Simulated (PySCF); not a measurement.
# Vertical excitation energies

Species: C₄H₇OPS.
Cartesian coordinates in Å at the GFN2-xTB level; atoms count from 1:
```xyz
14
C4H7OPS angstrom
C      2.4934   -0.3468    0.2914
O      1.2566   -0.9013   -0.1248
C      0.1979   -0.1391    0.0718
C     -1.1261   -0.0897   -0.1610
C     -2.2380   -0.8398   -0.7743
P     -0.5048    1.4514    0.5679
S     -0.2377    3.1865   -0.2383
H      3.2349   -1.1362    0.1881
H      2.4425   -0.0183    1.3342
H      2.7643    0.5038   -0.3410
H     -2.7949   -0.1956   -1.4540
H     -2.9266   -1.1950   -0.0074
H     -1.8449   -1.6923   -1.3254
H     -0.7173    1.4120    1.9506
```

The calculation used TDDFT PBE0/def2-SVPD, vertical, gas phase, core orbitals frozen in the response (PySCF 2.14.0, density-fitted response routines).

| state | λ (nm) | E (eV) | f | \|μ\| (D) | main configurations (H = HOMO, L = LUMO) |
| --- | --- | --- | --- | --- | --- |
| S1 | 249.6 | 4.97 | 0.0040 | 0.46 | H→L (86%) |
| S2 | 242.0 | 5.12 | 0.0022 | 0.34 | H-1→L (61%), H-1→L+1 (23%) |
| S3 | 234.0 | 5.30 | 0.0016 | 0.29 | H→L+2 (76%), H→L+3 (15%) |
| S4 | 227.1 | 5.46 | 0.0059 | 0.53 | H-1→L+1 (58%), H-1→L (28%) |
| S5 | 222.8 | 5.57 | 0.044 | 1.45 | H→L+1 (51%), H-1→L+2 (23%), H-1→L+3 (17%) |
| S6 | 220.4 | 5.63 | 0.025 | 1.09 | H-1→L+2 (56%), H→L+1 (29%) |
| S7 | 211.8 | 5.85 | 0.025 | 1.07 | H→L+3 (51%), H-2→L (22%) |
| S8 | 210.6 | 5.89 | 0.023 | 1.01 | H-2→L (49%), H→L+3 (17%), H-2→L+1 (17%) |

Triplets, Tamm–Dancoff:

```
state  E (eV)  λ (nm)  main configurations (H = HOMO, L = LUMO)
   T1    4.43   280.0                    H→L (56%), H→L+1 (32%)
   T2    4.49   275.9   H-2→L (48%), H-2→L+1 (18%), H-1→L (18%)
   T3    4.77   259.9       H→L+1 (43%), H→L (28%), H→L+3 (18%)
```

The lowest singlet comes at 250 nm (479 kJ/mol) in the ultraviolet; it is very weak; its leading configuration is HOMO→LUMO (86%). The strongest level in the table is S5 at 5.57 eV (223 nm, f = 0.044). Löwdin shares by element: HOMO sulfur 64%, phosphorus 17%, carbon 13% or more; LUMO carbon 40% or more, phosphorus 24%, hydrogen 8% or more (atoms not listed hold the other 28%). Of the 8 states listed, 4 reach f = 0.01 and none stays under 0.0005. The oscillator strengths of these states sum to 0.132; summed over the whole spectrum of an exact calculation they would give the number of electrons, 70 (Thomas–Reiche–Kuhn). Weighted by f, the mean energy of these states is 5.66 eV. No computed singlet lies in the visible range (380 to 750 nm); the lowest, at 250 nm, stands 1.70 eV above its violet end (3.26 eV). Only the lowest 8 singlets were computed, as vertical energies without vibronic structure.

Rough CPU time on one thread of a shared machine: about 80 s.

One conformer stands for the species.
